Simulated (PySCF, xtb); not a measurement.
Al(OH)3 cation (AlH₃O₃), SMILES [OH][Al]([OH])[OH] (connectivity only; charge and spin as stated), charge +1, multiplicity 2. Other conformers were not sampled.

Harmonic wavenumbers (cm⁻¹) from GFN2-xTB (xtb) at its own minimum, in rising order: 171, 172, 282, 361, 361, 382, 383, 393, 517, 695, 880, 881, 3571, 3572, 3597.

Problem. What does r2SCAN-D4/def2-SVP (PySCF) give at its own minimum? (The exact figures need the calculation; the answer reports its results.)

Solution. 141, 141, 142, 142, 188, 270, 381, 382, 489, 738, 852, 852, 3917, 3917, 3938. Paired by order, the mean absolute difference is 125 cm⁻¹ and the zero-point energies are 23.2 and 23.6 kcal/mol.
